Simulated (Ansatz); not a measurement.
Consider the isomerisation: `FC1=C[CH]1[GeH3]` → `FC#C[CH2][GeH3]`.

Program: Ansatz. Geometries: PBE0-D4/def2-TZVP. ΔE: electronic, gas phase. CCSD(T)/CBS is the MP2 limit (def2-TZVPP, def2-QZVPP) plus CCSD(T) − MP2 in def2-TZVPP, frozen cores. Functionals use def2-TZVPP. For Ge outer-core shells are correlated without core-valence functions, which leaves a few kJ/mol of doubt a bond. Scalar relativity is left out up to krypton.

| level | ΔE (kJ/mol) | difference from CCSD(T)/CBS |
| --- | --- | --- |
| PBE0-D4 | -37.5 | 13.8 |
| ωB97X-V | -40.6 | 10.7 |
| ωB97M-V | -46.8 | 4.5 |
| PBE | -36.9 | 14.4 |
| PBE0 | -38.3 | 13.0 |
| MP2/def2-TZVPP | -52.7 | -1.4 |
| SCS-MP2/def2-TZVPP | -56.5 | -5.2 |
| MP2/def2-QZVPP | -52.1 | -0.8 |
| SCS-MP2/def2-QZVPP | -56.1 | -4.8 |
| CCSD/CBS(def2) | -54.6 | -3.3 |
| CCSD(T)/CBS | -51.3 | 0 |

Largest T1 diagnostic among the species: 0.012.

In def2-TZVPP, CCSD(T) changes the Hartree–Fock value by +19.1 kJ/mol (the triples alone add +3.3 kJ/mol) and MP2 by +18.6 kJ/mol.
